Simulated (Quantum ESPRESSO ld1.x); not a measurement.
Problem. All-electron atom: Bi in [Hg] 6p3. All-electron calculation, non-relativistic Kohn-Sham, Slater X-alpha with alpha = 1, spin-unpolarised, spherical densities, point nucleus; relativity is left out, which matters for an element this heavy. Program: ld1.x of Quantum ESPRESSO 7.5. Some entries of the table are withheld. Estimate them.

orbital  occ.  eigenvalue (eV)  <r> (bohr)
1s          2         -81338.4     0.01822
2s          2         -13808.2     0.07646
2p          6         -13323.3     0.06452
3s          2         -3331.07      0.1918
3p          6         -3096.00      0.1823
3d         10         -2653.59         (1)
4s          2         -759.208      0.4171
4p          6         -654.308      0.4188
4d         10         -459.115      0.4207
4f         14         -192.224      0.4238
5s          2         -133.691      0.9130
5p          6         -97.2818      0.9722
5d         10         -36.9993       1.173
6s          2              (2)       2.348
6p          3          -6.3737       2.871

Solution. 
(1) 3d <r> (bohr): 0.1586
(2) 6s eigenvalue (eV): -13.6657
